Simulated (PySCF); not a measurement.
## Electronic absorption of tetravinylmethane

Species: tetravinylmethane, C₉H₁₂.
Numbering: `[CH2:1]=[CH:2][C:3]([CH:4]=[CH2:5])([CH:6]=[CH2:7])[CH:8]=[CH2:9]` (hydrogens: H10, H11 on C1; H12 on C2; H13 on C4; H14, H15 on C5; H16 on C6; H17, H18 on C7; H19 on C8; H20, H21 on C9)

Level of theory: TDDFT PBE0/def2-SVPD, vertical, gas phase, core orbitals frozen in the response (PySCF). One conformer (not necessarily the lowest) at the PBE0-D3(BJ)/def2-SVP geometry, without solvent, vibrations or thermal averaging. Torsions of this conformer, `[CH2:1]=[CH:2][C:3]([CH:4]=[CH2:5])([CH:6]=[CH2:7])[CH:8]=[CH2:9]`: C1–C2–C3–C4 16°, C2–C3–C4–C5 -133°, C2–C3–C6–C7 -15°, C2–C3–C8–C9 -106°.

Task: Predict the UV-vis stick spectrum at this level.

Result: 

| state | λ (nm) | E (eV) | f | symmetry | main configurations (H = HOMO, L = LUMO) |
| --- | --- | --- | --- | --- | --- |
| S1 | 208.5 | 5.95 | 0.0011 | – | H-1/H→L+1 (51%), H-1/H→L (48%) |
| S2 | 208.5 | 5.95 | 0.0011 | – | H-1/H→L+1 (52%), H-1/H→L (47%) |
| S3 | 193.9 | 6.39 | 0.312 | E | H-1/H→L (≥47%), H-1/H→L+1 (≥42%) |
| S4 | 193.9 | 6.39 | 0.312 | E | H-1/H→L (≥48%), H-1/H→L+1 (≥41%) |
| S5 | 193.3 | 6.41 | 0.020 | B | H-2→L (91%) |
| S6 | 191.2 | 6.49 | 0.0001 | – | H-2→L+1 (86%) |
| S7 | 179.2 | 6.92 | 0.0000 | – | H-3→L (64%), H-1/H→L+2 (≥9%), H-1/H→L+3 (≥9%) |
| S8 | 178.5 | 6.94 | 0.0004 | – | H-3→L+1 (62%), H-1/H→L+2 (18%), H-1/H→L+3 (18%) |
| S9 | 176.1 | 7.04 | 0.0000 | – | H-1/H→L+3 (≥49%), H-1/H→L+2 (≥31%) |
| S10 | 175.9 | 7.05 | 0.0016 | – | H-1/H→L+2 (≥39%), H-1/H→L+3 (≥39%) |

Triplets, Tamm–Dancoff:

| state | E (eV) | λ (nm) | main configurations (H = HOMO, L = LUMO) |
| --- | --- | --- | --- |
| T1 | 4.16 | 298.2 | H-1/H→L (≥44%), H-1/H→L+1 (≥36%) |
| T2 | 4.16 | 298.2 | H-1/H→L (≥43%), H-1/H→L+1 (≥37%) |
| T3 | 4.47 | 277.3 | H-2→L+1 (33%), H-3→L (26%), H-1/H→L+3 (≥13%) |
| T4 | 4.48 | 276.5 | H-2→L (37%), H-3→L+1 (22%), H-1/H→L+2 (≥11%) |

The lowest singlet level (S1/S2) comes at 209 nm (574 kJ/mol) in the ultraviolet; it is very weak. The strongest level in the table is S3/S4 at 6.39 eV (194 nm, f = 0.624 summed). S1/S2, S3/S4 and S9/S10 lie within about 0.01 eV of each other in each set; the point group S4 has degenerate representations, and within a degenerate level the listed configurations can mix freely. Löwdin shares by element: HOMO (one of a set within 0.03 eV) carbon 84% or more (atoms not listed hold the other 16%); LUMO carbon 45% or more (atoms not listed hold the other 55%). Of the 10 states listed, 3 reach f = 0.01 and 4 stay under 0.0005. The listed states span 1.10 eV. Weighted by f, the mean energy of these states is 6.39 eV. All these states lie below the vertical ionisation energy of 9.12 eV (ΔSCF). Symmetry labels in S4 follow from the direction of the transition dipole and are given only for states with f of 0.002 or more. Orbitals of the list HOMO-3 to LUMO+2 that lie within 0.01 eV of each other are written together with a slash and their weights summed (≥ marks a lower bound); for degenerate orbitals outside that list single weights are arbitrary. The window holds the lowest 10 singlets.
